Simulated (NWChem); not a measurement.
# GeHOCl, singlet; SMILES [OH][Ge][Cl]

```xyz
4

Ge     0.3753     0.5222     0.0000
Cl    -0.1236    -1.6128     0.0000
O     -1.3042     1.1216     0.0000
H     -1.3502     2.0866     0.0000
```
Atoms are numbered in this order, from 1.

Results from NWChem. Low-valent species are run as closed-shell singlets; no triplet was tried in these runs. Structure relaxed at the PBE0/def2-SVP level. Static field.

| level | isotropic polarisability (bohr³) | anisotropy (bohr³) |
|---|---|---|
| PBE/def2-SVPD | ___ | ___ |
| B3LYP/def2-SVPD | 51.6 | 23.2 |
| BHandHLYP/def2-SVPD | 49.6 | 21.4 |

Task: Some entries are withheld; supply them.

Result: 
- PBE/def2-SVPD, isotropic polarisability (bohr³): 53.3
- PBE/def2-SVPD, anisotropy (bohr³): 24.4
